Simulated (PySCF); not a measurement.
A GIAO shielding run with PySCF (density fitting, non-relativistic, gas phase) on `CC(=O)N[SiH2]C[SiH2]CC#N`, C$_{5}$H$_{12}$N$_{2}$OSi$_{2}$:

```
$ OMP_NUM_THREADS=1 python probes_run.py task.json out

{"job": {"kind": "nmr", "xc": "PBE0", "basis": "pcSseg-1"}, "charge": 0, "multiplicity": 1}
C      2.182720     1.925285     0.125187
C      1.696887     0.520798    -0.119446
O      1.966733    -0.428745     0.592898
N      0.920267     0.331508    -1.206036
Si     0.426985    -1.313577    -1.556364
C     -0.606284    -2.100739    -0.165147
Si    -2.085055    -1.112689     0.486937
C     -1.452262     0.458255     1.405650
C     -1.308312     1.554010     0.512231
N     -1.193410     2.422587    -0.227178
H      2.839083     2.226312    -0.689204
H      2.730398     1.969992     1.062346
H      1.335338     2.607473     0.156157
H      0.641150     1.138559    -1.739306
H      1.641239    -2.085682    -1.812405
H     -0.384438    -1.132787    -2.763894
H      0.062073    -2.315434     0.668679
H     -0.967339    -3.063342    -0.524440
H     -3.002084    -0.694074    -0.579073
H     -2.825342    -1.884875     1.497567
H     -2.147318     0.744730     2.195389
H     -0.481436     0.251820     1.859381
```

Hardware: 1 thread of an Intel Xeon 6975P-C, shared host. The job also computes population analyses, field gradients.

Q: How large is the calculation?

A: 92 electrons, 244 basis functions and 1302 auxiliary functions.

Q: How long does it take, and how much memory does it need?

A: 58 s of wall time, with 15 SCF cycles and 5 response iterations; peak memory 1.1 GiB. Times on a shared host scatter by some tens of per cent.
